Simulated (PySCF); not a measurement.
Simulated outer-valence photoelectron spectrum of `[CH3][Zn][CH3]` (dimethylzinc). The calculation used EOM-IP-CCSD/aug-cc-pVDZ in PySCF, restricted Hartree–Fock reference, 7 core orbitals frozen, non-relativistic, gas phase, PBE0-D3(BJ)/def2-SVP geometry.

Each root has a Gaussian of 0.4 eV full width with its one-hole share as area; cross sections and vibrations are left out, and the highest printed point is 100.

| ionisation energy (eV) | intensity |
| --- | --- |
| 8.8 | 0 |
| 9.0 | 6 |
| 9.2 | 30 |
| 9.4 | 36 |
| 9.6 | 11 |
| 9.8 | 1 |
| 10.0 | 0 |
| 10.2 | 0 |
| 10.4 | 0 |
| 10.6 | 0 |
| 10.8 | 3 |
| 11.0 | 21 |
| 11.2 | 40 |
| 11.4 | 19 |
| 11.6 | 2 |
| 11.8 | 0 |
| 12.0 | 0 |
| 12.2 | 0 |
| 12.4 | 0 |
| 12.6 | 1 |
| 12.8 | 14 |
| 13.0 | 66 |
| 13.2 | 100 |
| 13.4 | 97 |
| 13.6 | 52 |
| 13.8 | 8 |
| 14.0 | 0 |
| 14.2 | 0 |
| 14.4 | 0 |
| 14.6 | 0 |
| 14.8 | 0 |
| 15.0 | 0 |
| 15.2 | 0 |
| 15.4 | 0 |
| 15.6 | 0 |
| 15.8 | 0 |
| 16.0 | 0 |
| 16.2 | 0 |
| 16.4 | 0 |
| 16.6 | 7 |
| 16.8 | 32 |
| 17.0 | 34 |
| 17.2 | 9 |
| 17.4 | 1 |

Q: Where are the maxima, and how many lines lie under the curve?

A: 4 maxima, at 9.3, 11.2, 13.3 and 16.9 eV, from 5 lines (7 roots with degenerate partners counted). At this width some lines have no maximum of their own.

Q: List the lines with their holes.

A: 
| E (eV) | leading hole (HF orbital) | area | Koopmans (eV) |
| --- | --- | --- | --- |
| 9.32 | HOMO | 0.95 | 9.84 |
| 11.19 | HOMO-1 | 0.95 | 11.59 |
| 13.12 | HOMO-2/HOMO-3 | 1.91 | 13.98 |
| 13.44 | HOMO-4/HOMO-5 | 1.91 | 14.20 |
| 16.91 | HOMO-6 | 0.94 | 20.85 |

The widest gap, 3.47 eV, lies between 13.44 and 16.91 eV. Only orbitals with −ε under 21 eV, eight at most, were ionised, so the high end of the curve may lack lines.
